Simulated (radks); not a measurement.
Task: Species: V I. Configuration: [Ar] 3d3 4s2. Calculated with a radial shooting solver on a logarithmic mesh with Libxc functionals: Dirac Kohn-Sham, PBE, spin-unpolarised, spherical densities, point nucleus; open shells fill j = l - 1/2 first.

Spin-orbit splittings of the eigenvalues, e(l+1/2) - e(l-1/2), with zeta = 2 splitting/(2l+1) and mean radii in bohr:

shell  occ.  splitting (eV)  zeta (eV)  <r> j=l-1/2  <r> j=l+1/2
2p        6               ?          ?       0.2722       0.2750
3p        6          0.8314     0.5543        1.011        1.020
3d        3         0.06552    0.02621        1.447        1.453

Estimate the 2p splitting.

Result: 7.099 eV (zeta = 4.733 eV).
